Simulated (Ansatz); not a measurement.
`[OH][Zr]([F])([SH])[Cl]` + `O[Si]S` → `[OH][Zr]([OH])([F])[SH]` + `S[Si]Cl`  (redistribution)

Isolated molecules relaxed with PBE0-D4/def2-TZVP in Ansatz; ΔE leaves out vibrations. CBS: MP2 limit from def2 TZ/QZ plus the TZ coupled-cluster correction, frozen cores. This one scheme is used for every species. DFT in def2-TZVPP. Elements past krypton have def2 core potentials. For Zr outer-core shells are correlated without core-valence functions, which leaves a few kJ/mol of doubt a bond. One conformer a species, not always the lowest.

`[OH][Zr]([F])([SH])[Cl]`:

```xyz
7

O     1.813    0.159   -0.262
Zr   -0.002    0.234    0.249
F    -0.721    1.983    0.099
S    -1.170   -1.246   -1.300
Cl   -0.309   -0.495    2.463
H     2.753    0.203   -0.420
H    -2.365   -0.837   -0.829
```

`O[Si]S`:

```xyz
5

O    -0.823    1.111   -0.235
Si   -0.112    0.676    1.185
S     0.981   -1.142    0.702
H    -0.720    0.610   -1.048
H     0.675   -1.254   -0.604
```

`[OH][Zr]([OH])([F])[SH]`:

```xyz
8

O     1.192   -0.448    1.512
Zr   -0.124   -0.324    0.142
O     0.588   -0.151   -1.619
F    -1.248   -1.869    0.164
S    -1.436    1.696    0.672
H     1.958   -0.546    2.069
H     1.107   -0.034   -2.409
H    -2.038    1.675   -0.533
```

`S[Si]Cl`:

```xyz
4

S    -0.170    0.780   -0.801
Si    0.339   -0.855    0.474
Cl   -0.692   -0.200    2.165
H     0.524    0.275   -1.837
```

```json
{"species": "`[OH][Zr]([F])([SH])[Cl]`", "ωB97X-V energy (Eh)": "-1081.89818"}
{"species": "`O[Si]S`", "ωB97X-V energy (Eh)": "-764.07534"}
{"species": "`[OH][Zr]([OH])([F])[SH]`", "ωB97X-V energy (Eh)": "-697.57311"}
{"species": "`S[Si]Cl`", "ωB97X-V energy (Eh)": "-1148.39160"}
```

Question: Work out ΔE.

Answer: ΔE = (-697.57311) + (-1148.39160) − (-1081.89818) − (-764.07534) = 0.00881 Eh = +23.1 kJ/mol. CCSD(T)/CBS gives +22.5 kJ/mol.

Largest T1 diagnostic among the species: 0.017.

In def2-TZVPP, CCSD(T) changes the Hartree–Fock value by −5.5 kJ/mol (the triples alone add +0.1 kJ/mol) and MP2 by −6.7 kJ/mol.
